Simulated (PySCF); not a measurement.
Frontier levels across methods

Compound: C2H6BFN2.
Atom-mapped SMILES: `[CH2:1]=[C:2]([F:3])[B:4]([NH2:5])[NH2:6]` (hydrogens: H7, H8 on C1; H9, H10 on N5; H11, H12 on N6)

Cartesian coordinates in Å at the PBE0-D3(BJ)/def2-SVP level; atoms count from 1:
```xyz
12
C2H6BFN2 angstrom
C      1.8439    0.7613   -0.4299
C      0.7316    0.1008   -0.7537
F      0.6380   -0.4023   -2.0064
B     -0.5330   -0.2139    0.1499
N     -0.6628    0.3883    1.4215
N     -1.4717   -1.1182   -0.3854
H      1.9698    1.1675    0.5747
H      2.6542    0.9004   -1.1500
H     -0.0371    1.1071    1.7511
H     -1.4499    0.2293    2.0336
H     -2.3190   -1.4140    0.0764
H     -1.3212   -1.5331   -1.2940
```

Basis pcSseg-2 throughout (PySCF), one geometry. Geometry: PBE0-D3(BJ)/def2-SVP; no solvent, vibrations or thermal averaging.

How do the orbital energies, the gap and the dipole change with the method?

```csv
method,kind,HOMO (eV),LUMO (eV),gap (eV),μ (D),SCF cycles
BLYP,GGA,-5.63,-1.07,4.56,2.33,16
OPBE,GGA,-5.70,-1.06,4.64,2.29,15
B97-D,GGA,-5.74,-1.09,4.65,2.30,16
PBE,GGA,-5.76,-1.20,4.56,2.32,15
KT3,GGA,-5.82,-1.15,4.67,2.29,16
KT2,GGA,-5.83,-1.19,4.64,2.30,16
BP86,GGA,-5.86,-1.28,4.58,2.32,14
LDA,LDA,-5.94,-1.44,4.50,2.37,14
B97-2,global hybrid,-6.85,-0.30,6.55,2.32,14
B3LYP,global hybrid,-6.89,-0.50,6.39,2.34,14
PBE0,global hybrid,-7.12,-0.27,6.85,2.33,14
mPW1PW91,global hybrid,-7.14,-0.28,6.87,2.34,14
BHandHLYP,global hybrid,-8.29,0.76,9.05,2.37,12
CAM-B3LYP,range-separated hybrid,-8.53,0.84,9.37,2.36,13
wB97X-D,range-separated hybrid,-9.02,1.54,10.56,2.34,14
HF,Hartree–Fock,-9.90,2.59,12.49,2.38,11
LC-wPBE,range-separated hybrid,-9.93,1.99,11.91,2.35,14
```

The HOMO spans 4.29 eV, from BLYP down to LC-wPBE, and the gap runs from 4.50 eV (LDA) to 12.49 eV (HF). Over the methods BLYP (0 %), OPBE (0 %), B97-D (0 %), PBE (0 %), KT3 (0 %), KT2 (0 %), BP86 (0 %), LDA (0 %), B97-2 (21 %), B3LYP (20 %), PBE0 (25 %), mPW1PW91 (25 %), BHandHLYP (50 %), HF (100 %), a straight line through the gap against the share of exact exchange rises by 0.81 eV for each 10 % (correlation coefficient 0.998). The dipole ranges from 2.29 D (KT3) to 2.38 D (HF). This basis has no diffuse functions.
